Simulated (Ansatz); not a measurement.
Consider the redistribution: `FB(Cl)Cl` + `[SH][Al]([Cl])[Br]` → `ClB(Cl)Br` + `[F][Al]([SH])[Cl]`.

Program: Ansatz. Geometries: PBE0-D4/def2-TZVP. ΔE: electronic, gas phase. CCSD(T)/CBS is the MP2 limit (def2-TZVPP, def2-QZVPP) plus CCSD(T) − MP2 in def2-TZVPP, frozen cores. This one scheme is used for every species. Functionals use def2-TZVPP. B3LYP here is the variant with VWN-RPA as its local correlation; programs differ in this. HSE06 is defined as in plane-wave codes. For Br outer-core shells are correlated without core-valence functions, which leaves a few kJ/mol of doubt a bond. Scalar relativity is left out up to krypton. One conformer a species, not always the lowest.

```
             level  ΔE (kcal/mol)  difference from CCSD(T)/CBS
       LDA (SPW92)           11.8                          1.3
            PBE-D4           10.9                          0.4
         revPBE-D4           10.3                         -0.2
           BLYP-D4           10.2                         -0.3
         r2SCAN-D4           12.0                          1.5
            B97M-V           12.1                          1.6
           PBE0-D4           12.4                          1.9
          B3LYP-D4           11.6                          1.1
        r2SCANh-D4           12.4                          1.9
        r2SCAN0-D4           12.9                          2.4
          HSE06-D4           12.5                          2.0
      CAM-B3LYP-D4           12.3                          1.8
           ωB97X-V           12.2                          1.7
          PBE-QIDH           12.1                          1.6
               PBE           11.0                          0.5
            revPBE           10.9                          0.4
              BLYP           10.6                          0.1
            r2SCAN           12.0                          1.5
              PBE0           12.4                          1.9
             B3LYP           11.9                          1.4
           r2SCANh           12.4                          1.9
           r2SCAN0           12.9                          2.4
             HSE06           12.5                          2.0
             BHLYP           13.5                          3.0
         CAM-B3LYP           12.4                          1.9
           LC-ωPBE           12.2                          1.7
       HF/def2-SVP           18.2                          7.7
      MP2/def2-SVP           13.4                          2.9
     CCSD/def2-SVP           14.4                          3.9
  CCSD(T)/def2-SVP           14.1                          3.6
     HF/def2-TZVPP           16.4                          5.9
    MP2/def2-TZVPP            9.9                         -0.6
SCS-MP2/def2-TZVPP           10.4                         -0.1
   CCSD/def2-TZVPP           11.9                          1.4
CCSD(T)/def2-TZVPP           11.3                          0.8
     HF/def2-QZVPP           15.9                          5.4
    MP2/def2-QZVPP            9.3                         -1.2
SCS-MP2/def2-QZVPP            9.9                         -0.6
     MP2/CBS(def2)            9.2                         -1.3
    CCSD/CBS(def2)           11.1                          0.6
       CCSD(T)/CBS           10.5                            0
```

(1) What do rigid-rotor, harmonic-oscillator terms from PBE0-D4/def2-TZVP frequencies (298.15 K, 1 bar) make of the CCSD(T)/CBS value? (An estimate is asked.)

Largest T1 diagnostic among the species: 0.012.

Answers

(1) Computed: ΔZPE = -0.5 kcal/mol, ΔH = +10.0 kcal/mol, ΔS = 0 J/(mol·K), ΔG = +10.1 kcal/mol.

From PBE to PBE0 (25 % exact exchange), in def2-TZVPP and without D4, ΔE moves by +1.4 kcal/mol. Leaving LDA and LC-ωPBE aside and taking each functional with its dispersion term where it has one, the values, not all of them listed here, spread over 3.2 kcal/mol, from BLYP-D4 to BHLYP-D4. LDA lies +0.8 kcal/mol from PBE without D4. In def2-TZVPP, CCSD(T) changes the Hartree–Fock value by −5.2 kcal/mol (the triples alone add −0.6 kcal/mol) and MP2 by −6.5 kcal/mol.
